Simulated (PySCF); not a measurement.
Unknowns

Computed data (PySCF 2.14.0 with density-fitted response routines): NMR shieldings at PBE0/pcSseg-1/GIAO, GFN2-xTB structure. Gas phase, one averaged value for each set of equivalent atoms, non-relativistic Hamiltonian, one computed conformer.

Shifts are taken against calculated references (same method and geometry level): $^{1}$H, $^{13}$C against TMS. Splittings of carbon signals by F and P are missing where no couplings were computed. Where no couplings were computed, multiplicities follow the n + 1 count of equivalent neighbours, and m marks all less simple cases (inequivalent or close neighbours, rings, F or P nearby). Shifts are as computed. Against solution values, carbons near 30 ppm lie about +3 ppm off and those near 130 ppm about +5 ppm. Of 1211 compounds with measured shifts, 218 miss one by over three times the rms of a fit or turn the order of signals round; such compounds aren't used in these exercises.

Question: C$_{4}$H$_{4}$F$_{2}$O$_{2}$. $^{1}$H NMR (400 MHz, computed): δ 2.82 (m, 4H). $^{13}$C{$^{1}$H} NMR (computed): δ 172.3 (C), 29.8 (CH2). Give a structure.

Answer: SMILES O=C(CCC(=O)F)F. The formula gives 2 degrees of unsaturation (no ring in the answer). 2 carbon signals for 4 carbons: some carbons are equivalent by symmetry or fast rotation. Carbon types of the structure: 2 × C, 2 × CH2, which accounts for all hydrogens. δC 172.3: carbonyl carbon. δC 29.8: sp3 CH2 α to a carbonyl; α to the electron-withdrawing carbonyl group. δH 2.82: hydrogen on an sp3 CH2 α to a carbonyl; α to C=O.

This is the structure that produced the data.

Question: C$_{8}$H$_{6}$N$_{2}$. $^{1}$H NMR (300 MHz, computed): δ 7.72 (d, 1H), 7.52 (s, 1H), 7.41 (d, 1H), 6.76 (s, 1H), 5.43 (m, 1H), 5.40 (m, 1H). $^{13}$C{$^{1}$H} NMR (computed): δ 164.1 (CH), 157.7 (CH2), 152.4 (C), 150.1 (C), 135.4 (C), 131.6 (CH), 117.4 (C), 110.0 (CH2). What is it?

Answer: `InChI=1S/C8H6N2/c1-6-3-7(4-9)8(6)5-10-2/h3,5H,1-2H2/b8-5-`. Rings plus π bonds: 7 (1 ring in the answer). 8 carbon signals for 8 carbons: no two carbons are equivalent. Carbon types of the structure: 4 × C, 2 × CH, 2 × CH2, which accounts for all hydrogens. δC 164.1, 131.6: alkene CH; the olefinic region. δC 152.4, 150.1, 135.4: fully substituted alkene carbon; the olefinic region. δC 117.4: nitrile carbon; typical of a nitrile. δC 110.0: terminal =CH2 carbon; as expected for a trigonal carbon in a double bond.

The shifts were computed for this structure.

Question: C$_{8}$H$_{6}$N$_{2}$. $^{1}$H NMR (500 MHz, computed): δ 9.82 (s, 1H), 9.55 (s, 1H), 7.59 (m, 1H), 6.70 (m, 1H), 6.07 (m, 1H), 3.41 (s, 1H). $^{13}$C{$^{1}$H} NMR (computed): δ 158.5 (CH), 148.3 (CH), 139.6 (CH), 138.1 (C), 128.1 (CH2), 121.3 (C), 100.6 (CH), 83.1 (C). Give a structure.

Answer: SMILES C#Cc1cnncc1C=C. The formula gives 7 degrees of unsaturation (1 ring in the answer). 8 carbon signals for 8 carbons: no two carbons are equivalent. Carbon types of the structure: 3 × C, 4 × CH, 1 × CH2, which accounts for all hydrogens. δC 139.6: alkene CH; an sp2 carbon of a C=C bond. δC 128.1: terminal =CH2 carbon; the olefinic region. δC 100.6: terminal alkyne carbon; the triple bond shields along its axis, which puts it between sp3 and sp2 carbons. δH 9.82, 9.55: hydrogen on an aromatic CH next to a ring nitrogen; ring current plus the neighbouring ring nitrogen.

The data come from this structure; uniqueness wasn't tested.

Question: C$_{4}$H$_{7}$F$_{3}$OSi. $^{1}$H NMR (500 MHz, computed): δ 6.48 (m, 1H), 6.09 (m, 1H), 5.99 (m, 1H), 5.97 (m, 1H), 5.10 (m, 1H), 5.05 (m, 1H), 4.98 (m, 1H). $^{13}$C{$^{1}$H} NMR (computed): δ 138.0 (CH), 127.4 (CH2), 120.4 (CH), 77.7 (CH). Identify the compound.

Answer: `C=C[C@@H](O[SiH2]F)C(F)F`. The formula gives 1 degree of unsaturation (no ring in the answer). 4 carbon signals for 4 carbons: no two carbons are equivalent. Carbon types of the structure: 3 × CH, 1 × CH2, leaving 2 H on heteroatoms. δC 138.0: alkene CH; the olefinic region. δC 127.4: terminal =CH2 carbon; the olefinic region. δC 120.4: sp3 CH bonded to 2 F; 2 electronegative neighbours deshield it. δC 77.7: allylic sp3 CH bonded to O; the inductive effect lowers its shielding.

This is the structure that produced the data.
